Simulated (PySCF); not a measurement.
**Electron correlation in Cr⁺ (chromium, charge +1)**

[Ar] 3d5, high-spin 6S determinant. Computed with PySCF 2.14 in def2-TZVPPD (6s6p4d2f1g, 67 functions), with the non-relativistic Hamiltonian (point nucleus). Frozen: [Ar]; 5 electrons correlated.

```
  level  correlation energy (mhartree)
   CCSD                         -79.29
    (T)                          -1.43
CCSD(T)                         -80.72
```

Diagnostics: T1 = 0.010, D1 = 0.0142, largest double amplitude 0.024.

Problem. Is a single reference adequate?

Solution. Yes: T1 lies below 0.03 and no double amplitude reaches 0.07.
